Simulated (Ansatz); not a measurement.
Computed with Ansatz.

A structure relaxed at PBE0-D4/def2-TZVP, charge 0, multiplicity 1:

```
atom   x (Å)   y (Å)   z (Å)
  C1  -0.954  -1.131  -0.269
 Si2   0.139   0.361  -0.371
  N3   1.449   0.164   0.697
  S4  -0.813   2.215   0.068
 Cl5   0.673   0.597  -2.360
  H6  -0.398  -2.034  -0.533
  H7  -1.791  -1.032  -0.961
  H8  -1.348  -1.248   0.743
  H9   1.909  -0.730   0.772
 H10   2.095   0.924   0.842
 H11  -0.961   1.916   1.371
```

(1) Give its formula and SMILES.

(2) Summarise the bond lengths by kind.

Answers

(1) CH6ClNSSi, `C[Si](N)(S)Cl`.

(2) 1 × C–Si 1.852 Å; 3 × C–H 1.091 to 1.093 Å; 1 × N–Si 1.702 Å; 1 × S–Si 2.130 Å; 1 × Cl–Si 2.073 Å; 2 × H–N 1.008 Å; 1 × H–S 1.345 Å.
